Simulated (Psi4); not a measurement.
C$_{7}$H$_{12}$O$_{2}$, singlet, at a GFN2-xTB geometry; HF/6-31G (Psi4 1.11).

The Psi4 input:
```
memory 2 GB

molecule {
0 1
  C     3.45892219   -0.31080172    0.07113207
  C     2.24550772   -0.73718756   -0.24378480
  C     1.03991795    0.05605322    0.10234703
  O     1.06710931    1.11674681    0.67866389
  O    -0.05373192   -0.57898441   -0.31727737
  C    -1.37709606   -0.02642729   -0.10964455
  C    -1.50525668    1.31735132   -0.82662763
  C    -1.65840556    0.11926591    1.38563779
  C    -2.31528824   -1.05979067   -0.73422633
  H     4.34839884   -0.86763118   -0.16885130
  H     3.58344454    0.62725456    0.58777080
  H     2.05985958   -1.66673944   -0.76004942
  H    -2.52638464    1.67901276   -0.74429864
  H    -0.83522804    2.04829783   -0.38246223
  H    -1.25429965    1.20451065   -1.87936634
  H    -1.51506904   -0.83549141    1.88749867
  H    -2.68410331    0.44517775    1.53397844
  H    -0.98817147    0.85181966    1.82683543
  H    -2.08566729   -1.18201923   -1.78948370
  H    -3.34675000   -0.73650759   -0.63055272
  H    -2.19285664   -2.02056277   -0.24111255
}

set basis 6-31g
set scf_type direct

energy('scf')
print_variables()
```

It wrote (shortened):

```
   => Loading Basis Set <=

    Name: 6-31G
    Role: ORBITAL
    Keyword: BASIS

         ---------------------------------------------------------
                                   SCF
               by Justin Turney, Rob Parrish, Andy Simmonett
                          and Daniel G. A. Smith
                              RHF Reference
         ---------------------------------------------------------

  ==> Geometry <==

    Molecular point group: c1
    Full point group: C1

    Geometry (in Angstrom), charge = 0, multiplicity = 1:

       Center              X                  Y                   Z               Mass
    ------------   -----------------  -----------------  -----------------  -----------------
         C            3.401354533592    -0.314288501629     0.065258504500    12.000000000000
         C            2.187940063592    -0.740674341629    -0.249658365500    12.000000000000
         C            0.982350293592     0.052566438371     0.096473464500    12.000000000000
         O            1.009541653592     1.113260028371     0.672790324500    15.994914619570
         O           -0.111299576408    -0.582471191629    -0.323150935500    15.994914619570
         C           -1.434663716408    -0.029914071629    -0.115518115500    12.000000000000
         C           -1.562824336408     1.313864538371    -0.832501195500    12.000000000000
         C           -1.715973216408     0.115779128371     1.379764224500    12.000000000000
         C           -2.372855896408    -1.063277451629    -0.740099895500    12.000000000000
         H            4.290831183592    -0.871117961629    -0.174724865500     1.007825032230
         H            3.525876883592     0.623767778371     0.581897234500     1.007825032230
         H            2.002291923592    -1.670226221629    -0.765922985500     1.007825032230
         H           -2.583952296408     1.675525978371    -0.750172205500     1.007825032230
         H           -0.892795696408     2.044811048371    -0.388335795500     1.007825032230
         H           -1.311867306408     1.201023868371    -1.885239905500     1.007825032230
         H           -1.572636696408    -0.838978191629     1.881625104500     1.007825032230
         H           -2.741670966408     0.441690968371     1.528104874500     1.007825032230
         H           -1.045739126408     0.848332878371     1.820961864500     1.007825032230
         H           -2.143234946408    -1.185506011629    -1.795357265500     1.007825032230
         H           -3.404317656408    -0.739994371629    -0.636426285500     1.007825032230
         H           -2.250424296408    -2.024049551629    -0.246986115500     1.007825032230

  Running in c1 symmetry.

  Rotational constants: A =      0.11079  B =      0.03271  C =      0.03030 [cm^-1]
  Rotational constants: A =   3321.26238  B =    980.76494  C =    908.39281 [MHz]
  Nuclear repulsion =  472.046058449372254

  Charge       = 0
  Multiplicity = 1
  Electrons    = 70
  Nalpha       = 35
  Nbeta        = 35

  ==> Algorithm <==

  SCF Algorithm Type is DIRECT.
  DIIS enabled.
  MOM disabled.
  Fractional occupation disabled.
  Guess Type is SAD.
  Energy threshold   = 1.00e-06
  Density threshold  = 1.00e-06
  Integral threshold = 1.00e-12

  ==> Primary Basis <==

  Basis Set: 6-31G
    Blend: 6-31G
    Number of shells: 69
    Number of basis functions: 105
    Number of Cartesian functions: 105
    Spherical Harmonics?: false
    Max angular momentum: 1

   => Loading Basis Set <=

    Name: (6-31G AUX)
    Role: JKFIT
    Keyword: DF_BASIS_SCF

  Starting with a DF guess...

  ==> Integral Setup <==

  SCF_SUBTYPE=INCORE selected. In-core MEM_DF algorithm will be used.
  Using in-core AOs.

  ==> MemDFJK: Density-Fitted J/K Matrices <==

    J tasked:                   Yes
    K tasked:                   Yes
    wK tasked:                   No
    Algorithm:                 Core
    Schwarz Cutoff:           1E-12
    Mask sparsity (%):       4.5714
    Fitting Condition:        1E-10

   => Auxiliary Basis Set <=

  Basis Set: (6-31G AUX)
    Blend: CC-PVDZ-JKFIT
    Number of shells: 324
    Number of basis functions: 1029
    Number of Cartesian functions: 1029
    Spherical Harmonics?: false
    Max angular momentum: 3

  Minimum eigenvalue in the overlap matrix is 3.7736383669E-03.
  Reciprocal condition number of the overlap matrix is 6.7184325906E-04.
    Using symmetric orthogonalization.

  ==> Pre-Iterations <==

  SCF Guess: Superposition of Atomic Densities via on-the-fly atomic UHF (no occupation information).

   -------------------------
    Irrep   Nso     Nmo
   -------------------------
     A        105     105
   -------------------------
    Total     105     105
   -------------------------

  ==> Iterations <==

                           Total Energy        Delta E     RMS |[F,P]|

   @DF-RHF iter SAD:  -420.38070447544237   -4.20381e+02   0.00000e+00
   @DF-RHF iter   1:  -421.38390491887947   -1.00320e+00   6.00020e-03 ADIIS/DIIS
   @DF-RHF iter   2:  -421.54690788958163   -1.63003e-01   3.55042e-03 ADIIS/DIIS
   @DF-RHF iter   3:  -421.59953866736515   -5.26308e-02   8.06345e-04 ADIIS/DIIS
   @DF-RHF iter   4:  -421.60310563423155   -3.56697e-03   2.84253e-04 ADIIS/DIIS
   @DF-RHF iter   5:  -421.60362575844056   -5.20124e-04   5.89333e-05 DIIS
   @DF-RHF iter   6:  -421.60366357424937   -3.78158e-05   3.02545e-05 DIIS
   @DF-RHF iter   7:  -421.60367562635207   -1.20521e-05   9.26216e-06 DIIS
   @DF-RHF iter   8:  -421.60367721255352   -1.58620e-06   3.12248e-06 DIIS
   @DF-RHF iter   9:  -421.60367734651686   -1.33963e-07   9.57634e-07 DIIS

  DF guess converged.

  ==> DirectJK: Integral-Direct J/K Matrices <==

    J tasked:                  Yes
    K tasked:                  Yes
    wK tasked:                  No
    Integrals threads:           1
    Screening Type:           CSAM
    Screening Cutoff:        1E-12
    Incremental Fock:           No

   @RHF iter  10:  -421.60412482764940   -4.21604e+02   2.42227e-06 DIIS
   @RHF iter  11:  -421.60412486535739   -3.77080e-08   8.58233e-07 DIIS
  Energy and wave function converged.

  ==> Post-Iterations <==

    Orbital Energies [Eh]
    ---------------------

    Doubly Occupied:

       1A    -20.602849     2A    -20.554173     3A    -11.400187
       4A    -11.308646     5A    -11.256894     6A    -11.249920
       7A    -11.218868     8A    -11.213633     9A    -11.213614
      10A     -1.479011    11A     -1.377407    12A     -1.108252
      13A     -1.071000    14A     -0.950427    15A     -0.948823
      16A     -0.900444    17A     -0.796875    18A     -0.724765
      19A     -0.705624    20A     -0.665583    21A     -0.658838
      22A     -0.630591    23A     -0.608314    24A     -0.599340
      25A     -0.580483    26A     -0.546684    27A     -0.542223
      28A     -0.538814    29A     -0.518868    30A     -0.513568
      31A     -0.496133    32A     -0.475465    33A     -0.439345
      34A     -0.429369    35A     -0.390314

    Virtual:

      36A      0.104407    37A      0.225107    38A      0.256948
      39A      0.267355    40A      0.268456    41A      0.294987
      42A      0.298095    43A      0.304025    44A      0.316513
      45A      0.326211    46A      0.338734    47A      0.352660
      48A      0.353841    49A      0.371879    50A      0.392821
      51A      0.394288    52A      0.403097    53A      0.428240
      54A      0.466157    55A      0.493219    56A      0.511238
      57A      0.578648    58A      0.710079    59A      0.728616
      60A      0.749957    61A      0.758298    62A      0.767067
      63A      0.791792    64A      0.807508    65A      0.856489
      66A      0.871464    67A      0.875390    68A      0.903640
      69A      0.911658    70A      0.943759    71A      0.946041
      72A      0.984343    73A      0.995596    74A      1.007291
      75A      1.041156    76A      1.093007    77A      1.117424
      78A      1.117658    79A      1.133629    80A      1.183686
      81A      1.217323    82A      1.221838    83A      1.227840
      84A      1.233894    85A      1.247825    86A      1.248821
      87A      1.254870    88A      1.270867    89A      1.274665
      90A      1.278522    91A      1.282524    92A      1.357887
      93A      1.370109    94A      1.402183    95A      1.471985
      96A      1.480244    97A      1.513767    98A      1.541472
      99A      1.610953   100A      1.718860   101A      1.749502
     102A      1.861782   103A      1.970155   104A      2.339204
     105A      2.398158

    Final Occupation by Irrep:
              A
    DOCC [    35 ]
    NA   [    35 ]
    NB   [    35 ]

  @RHF Final Energy:  -421.60412486535739

   => Energetics <=

    Nuclear Repulsion Energy =            472.0460584493722536
    One-Electron Energy =               -1509.8700663361112220
    Two-Electron Energy =                 616.2198830213815199
    Total Energy =                       -421.6041248653573348

Computation Completed

Properties will be evaluated at   0.000000,   0.000000,   0.000000 [a0]

Properties computed using the SCF density matrix

 Multipole Moments:

 ------------------------------------------------------------------------------------
     Multipole            Electronic (a.u.)      Nuclear  (a.u.)        Total (a.u.)
 ------------------------------------------------------------------------------------

 L = 1.  Multiply by 2.5417464519 to convert [e a0] to [Debye]
 Dipole X            :          7.5007504           -7.6150975           -0.1143470
 Dipole Y            :         -0.0685473           -0.4612343           -0.5297816
 Dipole Z            :          0.4821329           -0.7769600           -0.2948271
 Magnitude           :                                                    0.6169820

 ------------------------------------------------------------------------------------

  Variable Map:
  ----------------------------------------------------------------------------
  "CURRENT ENERGY"           =>    -421.604124865357
  "CURRENT REFERENCE ENERGY" =>    -421.604124865357
  "DD SOLVATION ENERGY"      =>       0.000000000000
  "HF KINETIC ENERGY"        =>     421.982952847048
  "HF POTENTIAL ENERGY"      =>    -843.587077712406
  "HF TOTAL ENERGY"          =>    -421.604124865357
  "HF VIRIAL RATIO"          =>       1.999102267096
  "NUCLEAR REPULSION ENERGY" =>     472.046058449372
  "ONE-ELECTRON ENERGY"      =>   -1509.870066336111
  "PCM POLARIZATION ENERGY"  =>       0.000000000000
  "PE ENERGY"                =>       0.000000000000
  "SCF ITERATION ENERGY"     =>    -421.604124865357
  "SCF ITERATIONS"           =>      11.000000000000
  "SCF TOTAL ENERGY"         =>    -421.604124865357
  "TWO-ELECTRON ENERGY"      =>     616.219883021382

  Array Variable Map:
  ----------------------------------------------------------------------------
  "CURRENT DIPOLE"           =>      -0.114347045488 ... -0.294827074374 1 by 3
  "SCF DIPOLE"               =>      -0.114347045488 ... -0.294827074374 1 by 3
  "SCF TOTAL ENERGIES"       =>    -421.604124827649 ... -421.604124865357 1 by 2
```
